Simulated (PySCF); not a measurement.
C4H10N2Si2.
Numbering: `[SiH3:1][CH2:2][c:3]1[cH:4][n:5][cH:6][n:7]1[SiH3:8]` (hydrogens: H9, H10, H11 on Si1; H12, H13 on C2; H14 on C4; H15 on C6; H16, H17, H18 on Si8)

Geometry (GFN2-xTB, Å), atoms numbered from 1 in this order:
```
atom  x, y, z in Å
Si1    2.1878   -0.9137    0.7234
C2     0.9615   -0.8029   -0.7391
C3     0.1513    0.4330   -0.6515
C4     0.4357    1.7030   -1.0603
N5    -0.5850    2.5473   -0.7259
C6    -1.4592    1.8073   -0.1263
N7    -1.0839    0.4915   -0.0364
Si8   -2.0271   -0.8096    0.6490
H9     1.4502   -0.8719    1.9875
H10    2.9099   -2.1836    0.6165
H11    3.1151    0.2132    0.6493
H12    0.3107   -1.6777   -0.7581
H13    1.5218   -0.7901   -1.6751
H14    1.3007    2.0640   -1.5804
H15   -2.3913    2.1578    0.2683
H16   -3.2272   -0.1620    1.1662
H17   -2.3419   -1.7569   -0.4227
H18   -1.2378   -1.4426    1.7038
```

Vertical excitations from PySCF (density fitting, frozen core in the response, grid level 2 and gas phase unless stated; continuum runs use non-equilibrium linear response for the excitations) on a GFN2-xTB geometry. Reference run:

| settings | S1, eV (f) | S2, eV (f) | S3, eV (f) | S4, eV (f) | S5, eV (f) | S6, eV (f) | T1, eV (Tamm–Dancoff) | mean α (au) |
| --- | --- | --- | --- | --- | --- | --- | --- | --- |
| PBE0/def2-SVPD, full TDDFT, 6 singlets | 5.21 (0.002) | 5.79 (0.001) | 5.84 (0.127) | 5.96 (0.125) | 6.13 (0.026) | 6.28 (0.004) | 4.19 | 110.5 |

Problem. What do these settings give: (1) OLYP/MINI, TDA, 25 singlets; (2) WP04/def2-SVP, full TDDFT, 6 singlets?

Solution. 
| settings | S1, eV (f) | S2, eV (f) | S3, eV (f) | S4, eV (f) | S5, eV (f) | S6, eV (f) | T1, eV (Tamm–Dancoff) | mean α (au) |
| --- | --- | --- | --- | --- | --- | --- | --- | --- |
| OLYP/MINI, TDA, 25 singlets | 4.92 (0.000) | 6.08 (0.019) | 6.46 (0.002) | 6.89 (0.278) | 6.94 (0.058) | 7.08 (0.092) | 4.63 | 70.7 |
| WP04/def2-SVP, full TDDFT, 6 singlets | 5.54 (0.002) | 5.87 (0.216) | 6.11 (0.001) | 6.28 (0.006) | 6.49 (0.004) | 6.63 (0.001) | 4.09 | 92.7 |

(1) S1 moves by -0.29 eV; functional, basis and response scheme change together, so the shift can't be laid on one. (2) S1 moves by +0.33 eV; functional and basis change together, so the shift can't be laid on one. States are counted by energy in each run and needn't keep their character from row to row.

WP04 was designed for NMR shieldings or shifts; total energies of different functionals aren't comparable.

Problem. Which orbital pairs make up S1 in each run, and how does it sit against the orbital gap?

Solution. 
```csv
settings,S1 configurations (weight),S1 (eV),orbital gap (eV),S1 − gap (eV)
"PBE0/def2-SVPD, full TDDFT, 6 singlets",H→L 0.99,5.21,6.23,-1.02
"OLYP/MINI, TDA, 25 singlets",H→L 0.98,4.92,4.82,+0.10
"WP04/def2-SVP, full TDDFT, 6 singlets",H→L+1 0.99,5.54,5.73,-0.19
```

One conformer stands for the species.
